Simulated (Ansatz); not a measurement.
Sn₂O₂⁻, relaxed as a doublet with UKS r2SCAN-D4/def2-SVPD in Ansatz, starting from the GFN1-xTB geometry. Force threshold 0.02 eV/Å.

In the def2 sets Sn takes a core potential; there is no spin–orbit coupling. The highest occupied level of the charge -1 doublet lies above zero (up to 1.13 eV). By energy differences its removal costs 0.85 eV (vertical, to the charge 0 singlet, at PBE0-D4/def2-TZVPD). The relaxation made no stability test and no search for a lower SCF solution. The structure comes from a short search, and lower isomers may exist.

Start:

```xyz
4

Sn    1.7643   -0.8627   -1.9887
Sn   -1.2949    0.1640    0.6032
O    -0.7920    1.0835    2.1585
O     0.3226   -0.3848   -0.7730
```

```csv
step,energy (eV),largest force component (eV/Å),SCF passes
1,-15757.8905,0.870,27
2,-15757.9763,0.613,35
3,-15757.9926,0.113,29
4,-15757.9939,0.018,26
5,-15757.9940,0.015,32
6,-15757.9942,0.017,30
7,-15757.9962,0.106,34
8 (rejected),-15757.9877,0.637,37
9,-15758.0000,0.223,38
10,-15758.0040,0.365,38
11,-15758.0258,0.164,39
12,-15758.0520,0.437,45
13,-15758.1027,0.572,39
14,-15758.2214,0.443,38
15,-15758.4460,0.638,32
16,-15758.8202,0.969,31
17,-15759.3232,1.103,37
18,-15759.4416,0.958,30
19 (rejected),-15759.3008,2.700,33
20,-15759.5633,0.222,30
21,-15759.5681,0.011,23
```

Force components are those of the run's own axes.

End:

```xyz
4

Sn    1.4644   -0.0509   -0.5098
Sn   -1.4642    0.0510    0.5099
O     0.3948    0.7509    1.0591
O    -0.3950   -0.7510   -1.0592
```

Bonds formed: Sn1–O3 (atoms count from 1). Metal–metal contacts that move far: Sn1–Sn2 4.14 to 3.10 Å.

The force fell under the threshold at step 4, but the optimiser went on and released 1.574 eV more. No frequencies were taken in this run, so the end may be a saddle point.

It took 62 s on 4 threads of Arm Neoverse V2 on a shared host.
